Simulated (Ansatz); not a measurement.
```yaml
crystal:
  periodic: [false, false, false]
  atoms:
    - {symbol: C, position_ang: [-1.670741, 1.671216, -0.612807]}
    - {symbol: S, position_ang: [1.292749, 0.116573, 1.638721]}
    - {symbol: Ge, position_ang: [2.415544, -3.662973, -0.474927]}
    - {symbol: H, position_ang: [-2.219953, 0.216469, -2.239996]}
    - {symbol: H, position_ang: [-0.883746, 3.696949, -1.370923]}
    - {symbol: H, position_ang: [-3.961429, 1.770545, 0.490378]}
    - {symbol: H, position_ang: [5.286317, -4.194626, 1.976020]}
basis:
  gaussian: {orbitals: def2-mTZVP}
hamiltonian: {xc: {name: PBE}}
output: {forces: true}
```

```sh
$ ansatz run in.yaml --threads 4 --pin off --events-out ev --progress --plain --max-ram 10444MiB
```

Shortened log:

```
Functional definition: PBE
929 factors; their error is unknown
mean field evaluation 1: about -68379.3760 eV, gradient 6.3e1 eV
mean field evaluation 2: about -67709.9761 eV, gradient 2.1e2 eV
mean field evaluation 4: about -68390.6677 eV, gradient 4.6e1 eV
mean field evaluation 8: about -68390.6644 eV, gradient 4.6e1 eV
mean field evaluation 16: about -68417.9713 eV, gradient 1.8e0 eV
mean field evaluation 32: about -68412.3376 eV, gradient 1.8e1 eV
mean field evaluation 64: about -68417.8180 eV, gradient 4.2e0 eV
mean field evaluation 96: about -68415.7316 eV, gradient 1.2e1 eV
mean field evaluation 128: about -68417.8392 eV, gradient 2.7e-2 eV
mean field -68417.97331485 eV, -2514.3141439528 hartree, gradient 3.1e-6 eV, S^2 0.000000; 10 other end points of the search recorded, 0 dependent functions left out
reference -68417.97336623 eV, -2514.3141458411 hartree; 29, 29 occupied and 60, 60 virtual orbitals, 929 factors
Total energy: -68417.97336623 eV, -2514.3141458411 hartree
Atom 0 at    -1.670741     1.671216    -0.612807 Å, force    -1.010297     0.147887    -1.285672 eV/Å
Atom 1 at     1.292749     0.116573     1.638721 Å, force    -0.091002    -0.463181    -0.538885 eV/Å
Atom 2 at     2.415544    -3.662973    -0.474927 Å, force     0.336031     0.529309     0.793530 eV/Å
Atom 3 at    -2.219953     0.216469    -2.239996 Å, force     0.624428     1.494526     1.521716 eV/Å
Atom 4 at    -0.883746     3.696949    -1.370923 Å, force    -0.735884    -1.802798     0.597184 eV/Å
Atom 5 at    -3.961429     1.770545     0.490378 Å, force     1.405802     0.001445    -0.632908 eV/Å
Atom 6 at     5.286317    -4.194626     1.976020 Å, force    -0.529078     0.092811    -0.454963 eV/Å
Dipole moment:     0.227143    -1.115122    -0.733365 e Å
```

(1) Something in this input is off. What?

## Answers

(1) The geometry is stretched to more than twice its size. The calculation finished and met its thresholds. The result belongs to that input, not to the molecule as meant.
